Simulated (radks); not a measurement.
Problem. These are the eigenvalues of the occupied orbitals of an atom or ion with whole-number occupations (eV). Calculated with a radial shooting solver on a logarithmic mesh with Libxc functionals: scalar-relativistic Kohn-Sham, r2SCAN, spin-polarised, spherical densities, finite nucleus; meta-GGA in the generalised Kohn-Sham scheme; Fermi nuclear charge, rms radius of each element as measured or else 0.836 A^(1/3) + 0.57 fm.

1s down: -24273.89
1s up: -24273.87
2s up: -3609.692
2s down: -3608.474
2p up: -3239.573
2p down: -3238.678
3s up: -705.3870
3s down: -705.0853
3p up: -582.8201
3p down: -582.3841
3d up: -388.8460
3d down: -387.9195
4s up: -147.5593
4s down: -143.0679
4p up: -111.8186
4p down: -107.1144
4d up: -59.3309
4d down: -54.5705

Which element is it, and in what charge state? The configuration may be excited. Open shells, if any, are filled with parallel spins first.

Solution. Z = 46, palladium, charge +4: Pd4+ in [Kr] 4d6. The list shows which subshells hold electrons but not how many an open one holds; the 1s level, -892.05 hartree, gives Z - s = 42.2 by -(Z - s)^2/2, which with screening and relativity narrows Z to a few neighbours, and the depths of the outer levels then fix element, charge and occupations together.
